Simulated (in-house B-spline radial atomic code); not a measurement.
Settings and results of a run for the strontium ion Sr⁴⁺ (an excited or competing configuration). Level of theory: Dirac-Hartree-Fock, average of the jj configuration, Fermi nucleus of rms radius 4.224 fm; calculated with a radial B-spline atomic code at the basis-set limit.

In the input, a minus or plus after the letter marks the j = l - 1/2 or j = l + 1/2 subshell.

Command:
```bash
python run_scf.py task.json out
```
Settings (nuclear radius in fm, mass in u):
```
Z                38
configuration    1s2 2s2 2p6 3s2 3p6 3d10 4s2 4p+3 7f-1
hamiltonian      dirac
method           hf
spin_polarised   False
nucleus          fermi
rms_radius       4.224
atomic_mass      87.90561
speed_of_light   137.035999084
```

Output (hartree, bohr):
```
 radial grid: 79 intervals, B-splines of order 8, outer radius 52.1277 bohr

 iter        energy (Eh)    residual
    1       -3168.873783    4.97e-01
    2       -3171.124754    1.69e-01
    3       -3171.466998    4.22e-02
    4       -3171.491091    9.95e-03
    5       -3171.492632    6.07e-03
    6       -3171.493035    3.11e-04
    7       -3171.493035    2.55e-05
    8       -3171.493035    2.34e-06
    9       -3171.493035    1.91e-07

 total energy                     -3171.49304
 kinetic                            3267.9810
 electron-nucleus                  -7580.2459
 electron-electron                  1140.7719

 first-order corrections (not in the total)
   Gaunt                             1.9003
   retardation                      -0.1844
   frequency dependence             -0.0098
   self-energy                       1.2766
   Uehling                          -0.1363
   Wichmann-Kroll                    0.0017
   recoil                            0.0142

 orbital      occ     eigenvalue          <r>       <r^2>       <1/r>       r_max    small
 1s1/2      2.000      -598.0284    0.0391467  0.00206549     39.0003     0.02554  1.91e-02
 2s1/2      2.000       -85.5035       0.1717   0.0348265     8.80922      0.1449  3.86e-03
 2p1/2      2.000       -77.7272     0.147531   0.0267176     8.74369      0.1138  3.83e-03
 2p3/2      4.000       -75.2081     0.151629   0.0280958     8.40966      0.1172  3.73e-03
 3s1/2      2.000       -16.2685     0.487985     0.27299     2.95181      0.4344  9.78e-04
 3p1/2      2.000       -13.3608     0.489293    0.279119     2.82931      0.4251  9.17e-04
 3p3/2      4.000       -12.9830     0.498339    0.289381     2.75676      0.4331  8.95e-04
 3d3/2      4.000        -7.9335     0.490974    0.291747     2.53095      0.3763  7.75e-04
 3d5/2      6.000        -7.8712     0.494994    0.296641     2.50908      0.3789  7.67e-04
 4s1/2      2.000        -3.8799      1.28544     1.85713     1.03641       1.158  1.97e-04
 4p3/2      3.000        -3.0641      1.41757     2.26979    0.927293       1.266  1.67e-04
 7f5/2      1.000        -0.2668      12.7819     185.628    0.113607       14.33  8.60e-06
```

Cost of the run: 1.4 s on 1 thread of Arm Neoverse V1, on a shared host.

For the Dirac Hamiltonian the kinetic term is c α·p + (β - 1)c².
